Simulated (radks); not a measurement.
Species: the antimony ion Sb4+. Configuration: [Kr] 4d10 5s1.

Calculated with a radial shooting solver on a logarithmic mesh with Libxc functionals: scalar-relativistic Kohn-Sham, PBEsol, spin-unpolarised, spherical densities, finite nucleus; Fermi nuclear charge, rms radius 4.6802 fm.

Energy parts (eV):
total: -176194.369
kinetic: 184260.371
electron-nucleus: -424188.331
Hartree: 68252.747
exchange-correlation: -4519.156

Orbitals (lengths in bohr, moments of r in powers of bohr; r(max) is where P^2 peaks; r(90%) holds 90 % of the orbital's charge):
orbital  occ.  eigenvalue (eV)      <r>   r(max)     <r^2>  r(90%)
1s          2        -30331.89  0.02843  0.01836  0.001095  0.0511
2s          2        -4652.643   0.1227   0.1037   0.01774   0.190
2p          6        -4182.275   0.1071  0.08306   0.01401   0.174
3s          2        -946.6328   0.3307   0.3001    0.1250   0.486
3p          6        -793.2855   0.3289   0.2935    0.1255   0.494
3d         10        -559.0424   0.3055   0.2442    0.1107   0.481
4s          2        -191.4798   0.7901   0.7223    0.7058    1.14
4p          6        -144.4376   0.8504   0.7619    0.8250    1.25
4d         10         -75.8687    1.012   0.8449     1.199    1.55
5s          1         -49.7683    1.944    1.767     4.225    2.78

The highest occupied level is 5s at -49.768 eV. The density falls to 0.001 e/bohr^3 at r = 3.12 bohr. For comparison, the ionisation energy in NIST's Atomic Spectra Database is 55.0 eV (semi-empirical). In exact Kohn-Sham theory the highest level is minus the ionisation energy, but local and semilocal functionals leave it too shallow, through self-interaction and a potential that decays too fast; potentials with the right tail come closer. The electron density at the nucleus is 2.148e+05 e/bohr^3 (large components only). Summed over all electrons, <r^2> = 24.81 bohr^2, which gives a Langevin (diamagnetic) susceptibility term of -19.6 x 10^-6 cm^3/mol.

Beside tabulated values, note that spin-unpolarised runs miss the spin-polarisation part of the exchange energy of open shells.
